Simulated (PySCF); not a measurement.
# Adding and removing an electron: BTe

BHandHLYP; B aug-cc-pVDZ, Te aug-cc-pVDZ-PP with ECP28; scalar-relativistic core potentials (PySCF 2.14). Neutral (UKS): doublet (σ ↑), Re = 1.956 Å, ωe = 828 cm⁻¹, De = 3.41 eV, HOMO -8.16 eV, LUMO -2.99 eV.

BTe⁻ (UKS): singlet (closed shell), Re = 2.072 Å, ωe = 678 cm⁻¹, De = 3.72 eV to B + Te⁻. The energies at the minima are -292.70477 hartree for BTe and -292.78880 for BTe⁻.

(1) Work out the adiabatic electron affinity, without and with harmonic zero-point energies (1 hartree = 27.2114 eV, 1 eV = 8065.5 cm⁻¹), and the change of the bond length.

These are scalar-relativistic numbers at best; spin–orbit coupling would shift them, the dissociation energy most. For an ion De counts to the pair picked by the measured ionisation energies or electron affinities, which need not be the lowest pair at this level. States were picked by a PBE0 search and need not be the measured ground states.

Results:

(1) At BHandHLYP: 0.08403 hartree = 2.287 eV between the minima; the zero-point term (828.0 − 678.0)/2 cm⁻¹ = +0.009 eV makes it 2.296 eV. Re changes by +11.6 pm against the neutral. The electron enters a σ orbital; the charge polarises the partner, so the anion is bound more strongly.
